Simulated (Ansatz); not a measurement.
Geometry optimisation, RHF/6-31G* in Ansatz.

Input:

```yaml
crystal:
  periodic: [false, false, false]
  atoms:
    - { symbol: Si, position_ang: [0.0, 0.0, 0.0] }
    - { symbol: C, position_ang: [0.0, 0.0, 1.87] }
    - { symbol: H, position_ang: [-0.9996, -0.3092, 2.2405] }
    - { symbol: H, position_ang: [0.7676, -0.7111, 2.2405] }
    - { symbol: H, position_ang: [0.232, 1.0203, 2.2405] }
    - { symbol: Cl, position_ang: [2.0086, 0.0, -0.7093] }
    - { symbol: Cl, position_ang: [-1.0032, 1.7381, -0.7093] }
    - { symbol: H, position_ang: [-0.6877, -1.1914, -0.4862] }
basis:
  gaussian: { orbitals: "6-31G*" }
hamiltonian:
  xc: hf
relax:
  f_tol: 0.02
  max_steps: 40
```

Run as:

```bash
$ ansatz run input.yaml --threads 1 --pin off --max-ram 2048MiB --backend cpu --events-out ev --progress --plain --runs-dir out
```

Where does it end, and by what steps?

It converged. The force dipped under the threshold on the way, but the program's further checks kept it going. After 9 steps the energy has fallen by 0.172 eV; H3 moved furthest, 0.25 Å.

```tsv
step	energy less start (eV)	largest force component (eV/Å)	accepted
0	0.0000	1.293	yes
1	-0.1430	0.399	yes
2	-0.1647	0.074	yes
3	-0.1672	0.035	yes
4	-0.1710	0.053	yes
5	-0.1658	0.514	no
6	-0.1716	0.018	yes
7	-0.1718	0.022	yes
8	-0.1718	0.018	no
9	-0.1719	0.001	yes
```

```xyz
8
Properties=species:S:1:pos:R:3
Si 0.007 -0.007 0.008
C 0.007 0.010 1.872
H -1.007 -0.064 2.252
H 0.578 -0.829 2.259
H 0.447 0.925 2.255
Cl 1.940 0.137 -0.689
Cl -1.080 1.593 -0.701
H -0.574 -1.218 -0.569
```

The run took 23 s on 1 thread of Arm Neoverse V1, on a shared host, peak memory 0.15 GiB.
